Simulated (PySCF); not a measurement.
C9H8O.
Structure used (GFN2-xTB), in Å, numbered top down from 1:
```
atom  x, y, z in Å
C1     3.5489   -0.6851    0.0514
C2     2.2255   -0.7813    0.0933
C3     1.3801    0.4201   -0.1015
O4     1.8839    1.5101   -0.3030
C5    -0.1009    0.2722   -0.0465
C6    -0.8530    1.4352   -0.2337
C7    -2.2321    1.4045   -0.2014
C8    -2.8897    0.2050    0.0197
C9    -2.1577   -0.9559    0.2062
C10   -0.7750   -0.9282    0.1743
H11    4.1974   -1.5337    0.1884
H12    4.0141    0.2716   -0.1258
H13    1.7469   -1.7306    0.2700
H14   -0.3221    2.3601   -0.4042
H15   -2.7973    2.3129   -0.3477
H16   -3.9690    0.1743    0.0464
H17   -2.6689   -1.8918    0.3786
H18   -0.2399   -1.8530    0.3238
```

NICS = −σ at a ghost point: NICS(0) at the centroid of the ring atoms, NICS(1) 1 Å to either side along the normal of their mean plane, zz for the tensor component along that normal. Level: GIAO PBE0/pcSseg-1 (PySCF, non-relativistic, gas phase) on the GFN2-xTB geometry, one conformer.

Ring bond lengths (Å), with Mayer bond orders in brackets: C5–C6 1.398 (1.42), C6–C7 1.380 (1.45), C7–C8 1.386 (1.41), C8–C9 1.385 (1.44), C9–C10 1.383 (1.46), C10–C5 1.394 (1.36).

Problem. What do the NICS probes read (ppm)?

Solution. 
```json
{"ring": "C5–C6–C7–C8–C9–C10", "type": "6-membered carbocycle; formal bonds all aromatic", "NICS(0)": "-8.1", "NICS(1), two faces": "-11.2 / -11.2", "NICS(1)zz, two faces": "-27.8 / -27.8", "rms pucker (Å)": "0.00", "centre to ring atoms, mean (Å)": "1.39"}
```

Problem. What can be read from them?

Solution. 
- C5–C6–C7–C8–C9–C10: mean NICS(1)zz -27.8 ppm, shielded. For a flat ring without four-coordinate atoms the NICS criterion counts such a value as aromatic.

Problem. How equal are the bonds by HOMA? HOMA = 1 − mean of α(R − Ropt)² over the ring bonds, with Krygowski's 1993 parameters (CC: Ropt 1.388 Å, α 257.7 Å⁻²).

Solution. 
- C5–C6–C7–C8–C9–C10: HOMA 0.99 = 1 − EN − GEO, with mean bond length 1.388 Å, EN = α(Ropt − mean)² = 0.000 and GEO = α × variance = 0.010. The geometric and the magnetic index point the same way.

Problem. What field does 14.1 T along the ring normal induce along that normal at the first NICS(1) probe listed for ring C5–C6–C7–C8–C9–C10, 1 Å off the ring?

Solution. NICSzz × B0 = -27.8 ppm × 14.1 T = -392 μT, against the applied field.

Problem. What are the shieldings of the ring atoms and their hydrogens in the same run (means over atoms taken as equivalent)?

Solution. 
| atoms | environment | σ isotropic (ppm) | principal values of the symmetric part, first atom (ppm) |
| --- | --- | --- | --- |
| C5 | substituted aromatic carbon | 46.6 | -45.4, 19.9, 165.2 |
| C6 (×2) | aromatic CH carbon | 51.4 | -60.1, 19.6, 187.3 |
| C7 (×2) | aromatic CH carbon | 52.9 | -58.8, 37.2, 177.8 |
| C8 | aromatic CH carbon | 47.6 | -65.8, 30.9, 177.7 |
| H14 (×2) | aromatic hydrogen | 23.12 | 17.9, 22.9, 27.4 |
| H15 (×2) | aromatic hydrogen | 23.90 | 20.3, 24.2, 27.0 |
| H16 | aromatic hydrogen | 23.86 | 20.7, 23.9, 26.9 |

Hardware: one thread of an x86-64 server (shared host). Cost: 27 s of wall time. This is the whole shielding run at PBE0/pcSseg-1, SCF included.
